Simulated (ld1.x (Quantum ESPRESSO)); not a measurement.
# u(r) = r·R(r): atom against pseudo-atom (Hg (Z = 80))

Columns: radius, all-electron u(r) and pseudo u(r) of the 5d shell (level -12.04 eV) of mercury in the configuration [Xe] 4f14 5d10 6s1 6p1; PBEsol, scalar-relativistic, PAW scheme, ld1.x (Quantum ESPRESSO) 7.5.

```tsv
r (bohr)	all-electron	pseudo
0.150	0.1885	0.0035
0.300	-0.4096	0.0267
0.450	-0.2828	0.0834
0.600	0.1607	0.1776
0.750	0.5459	0.3020
0.900	0.7823	0.4397
1.050	0.8883	0.5694
1.200	0.9059	0.6705
1.350	0.8709	0.7290
1.500	0.8086	0.7406
1.650	0.7346	0.7110
1.800	0.6579	0.6535
1.950	0.5837	0.5838
2.100	0.5146	0.5146
2.250	0.4516	0.4516
2.400	0.3950	0.3950
2.550	0.3447	0.3447
2.700	0.3003	0.3003
2.850	0.2614	0.2614
3.000	0.2273	0.2273
3.150	0.1975	0.1975
3.300	0.1715	0.1715
3.450	0.1489	0.1489
3.600	0.1293	0.1293
3.750	0.1122	0.1122
3.900	0.0974	0.0974
```

(1) How many radial nodes do the two functions have?

(2) At about which radius was the pseudo-wave matched?

(3) Is the pseudo-wave norm-conserving?

Results:

(1) The all-electron 5d function has n − l − 1 = 2; the pseudo-wave has 0, since the states of the same l below it are removed with the core.

(2) 2.15 bohr. The columns agree to 0.0005 from 1.95 bohr on; several derivatives are matched, so the curves merge somewhat inside the radius.

(3) No, it belongs to a PAW set: the norm inside the radius is not constrained, and the difference is carried by the augmentation charge.
